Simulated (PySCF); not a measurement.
C2H8Si2, SMILES [SiH3]/C=C/[SiH3]. Geometry optimised at PBE-D3(BJ)/def2-SVP.

Method: PySCF with PBE-D3(BJ)/def2-SVP.

Harmonic wavenumbers (cm⁻¹): 98, 132, 148, 155, 266, 509, 530, 628, 642, 722, 781, 790, 873, 899, 899, 902, 916, 916, 1006, 1143, 1254, 1587, 2151, 2155, 2155, 2156, 2171, 2172, 3035, 3042. Rotational constants (GHz): 23.71, 1.378, 1.343; symmetry number 2.

Task: Work out the zero-point energy and the ideal-gas rigid-rotor harmonic-oscillator thermochemistry at 298.15 K and 1 atm.

Result: ZPE = ½ Σ hcν = ½ × 34831 cm⁻¹ = 208.34 kJ/mol. H − E(el) = 230.16 kJ/mol. Entropy in J/(mol K): translation 164.62, rotation 104.68, vibration 71.54, total 340.84. G − E(el) = 128.53 kJ/mol. Cp = 115.93 J/(mol K). Modes under 150 cm⁻¹ make the vibrational entropy uncertain.
